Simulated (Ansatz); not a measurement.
A nudged elastic band was laid between two geometries of C₂H₁₁SbSi₂ (16 atoms, charge 0, multiplicity 1).

Level of theory: RKS PBE0/def2-SVP in Ansatz 0.2.0.

```json
{
 "movable images": "7",
 "climbing image": "yes",
 "spring": "5.0 eV/Å²",
 "optimiser": "quadratic models (default)",
 "start path": "through a guess of the saddle point",
 "force threshold": "0.05 eV/Å",
 "iteration limit": "30",
 "end points": "relaxed"
}
```

Initial state:

```xyz
16
Properties=species:S:1:pos:R:3
C -0.803 -1.448 -0.540
C 0.476 -0.651 -0.282
Sb 1.970 -1.086 -1.849
Si 0.190 1.214 -0.166
Si -1.250 1.778 1.608
H -1.273 -1.176 -1.500
H -1.558 -1.272 0.246
H -0.614 -2.534 -0.563
H 0.946 -0.973 0.662
H 3.297 -0.531 -0.909
H 2.210 -2.694 -1.285
H 1.494 1.924 0.041
H -0.402 1.718 -1.449
H -0.688 1.283 2.905
H -1.418 3.262 1.700
H -2.602 1.164 1.423
```

Final state:

```xyz
16
Properties=species:S:1:pos:R:3
C -0.761 -1.613 -0.242
C 0.555 -0.875 0.013
Sb 2.110 -1.634 -1.354
Si 0.405 1.009 -0.051
Si -1.291 1.800 1.384
H -1.183 -1.366 -1.230
H -1.524 -1.347 0.509
H -0.640 -2.708 -0.201
H 0.940 -1.136 1.015
H 3.178 -0.311 -1.111
H 1.421 -0.867 -2.729
H 1.700 1.640 0.356
H 0.084 1.457 -1.445
H -1.080 1.291 2.777
H -1.295 3.296 1.426
H -2.642 1.343 0.927
```

(1) What changes between the two ends?

(2) Give the energies along the band, and the barrier.

(3) What is the geometry of the highest image?

Results:

(1) No bond is made or broken. The height of Sb3 over the plane of its neighbours goes from 1.02 to -1.01 Å.

(2) The forces met the threshold. The highest image is number 3 of 0 to 8, 47.1 kcal/mol above the first end and 47.5 kcal/mol above the last; the last end lies 0.5 kcal/mol below the first. Neighbouring images differ by up to 1.7 eV, so the band resolves the path poorly. A vibrational analysis at the climbing image gives one clearly imaginary mode, 955i cm⁻¹: a first-order saddle point.

| image | path coordinate (Å) | energy (kcal/mol) | height of Sb3 over the plane of its neighbours (Å) |
| --- | --- | --- | --- |
| 0 | 0.00 | 0.0 | 1.02 |
| 1 | 0.61 | 1.0 | 0.97 |
| 2 | 1.21 | 12.9 | 0.65 |
| 3 | 1.82 | 47.1 | -0.01 |
| 4 | 2.50 | 8.3 | -0.74 |
| 5 | 3.19 | 0.9 | -0.99 |
| 6 | 3.87 | 0.1 | -1.01 |
| 7 | 4.56 | -0.3 | -1.01 |
| 8 | 5.24 | -0.5 | -1.01 |

(3) 
```xyz
16
Properties=species:S:1:pos:R:3:forces:R:3
C -0.788 -1.546 -0.480 0.03 -0.02 0.01
C 0.419 -0.741 -0.013 -0.03 0.00 -0.01
Sb 2.133 -1.192 -1.262 0.03 -0.01 -0.02
Si 0.169 1.140 -0.108 0.01 0.00 0.01
Si -1.267 1.885 1.608 0.00 0.00 0.00
H -1.089 -1.277 -1.504 -0.01 0.02 0.00
H -1.645 -1.359 0.189 -0.01 0.01 0.00
H -0.601 -2.632 -0.459 0.01 0.01 0.01
H 0.705 -1.033 1.008 0.00 0.00 0.00
H 3.441 -0.173 -1.340 -0.01 -0.02 0.00
H 2.163 -2.572 -2.189 -0.01 0.01 0.01
H 1.490 1.825 0.062 -0.01 0.00 0.00
H -0.403 1.494 -1.443 0.00 0.00 -0.01
H -0.747 1.456 2.945 0.00 0.00 0.00
H -1.357 3.378 1.589 -0.01 -0.01 0.00
H -2.644 1.325 1.440 0.00 -0.01 0.00
```

Time of the run: 14 min on 2 threads of Arm Neoverse V2 (shared host), peak memory 0.47 GiB.
